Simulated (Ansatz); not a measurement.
Molecule: C7H8N, charge 0, multiplicity 2. It need not be the lowest isomer of its formula. 
Geometry from a B3LYP-D3(BJ)/def2-TZVP (Ansatz, a program for electronic structure) optimisation:
SMILES: c1([CH2])nc(C)ccc1
```xyz
16

C      2.2820     1.2806    -0.2138
C      1.1848     0.4281    -0.0436
C      1.3499    -0.9226     0.3508
C      0.2335    -1.7190     0.5042
C     -1.0216    -1.1744     0.2676
C     -1.1189     0.1750    -0.1226
C     -2.4653     0.7892    -0.3880
N     -0.0587     0.9481    -0.2727
H      3.2903     0.9293    -0.0481
H      2.1221     2.3050    -0.5150
H      2.3442    -1.3110     0.5264
H      0.3343    -2.7542     0.8052
H     -1.9176    -1.7708     0.3788
H     -3.1095     0.7124     0.4911
H     -2.3466     1.8378    -0.6502
H     -2.9726     0.2745    -1.2076
```
Charge 0, spin multiplicity 2.

Basis-set convergence of Hartree-Fock and CCSD(T) correlation energies (hartree) with Ansatz. Valence correlation only, unless marked. UHF or UKS for open shells. No spin-orbit coupling. No relativistic terms.

The UHF reference is spin-contaminated (<S^2> 0.58 over the pure value in the largest basis). 

| basis | functions | E(HF) | E(corr, CCSD(T)) |
|---|---|---|---|
| cc-pVDZ | 152 | -324.19850 | -1.14998 |
| cc-pVTZ | 352 | [?] | [?] |

Question: Complete the blanks.

Answer: 
- cc-pVTZ, E(HF): -324.27964
- cc-pVTZ, E(corr, CCSD(T)): -1.38638
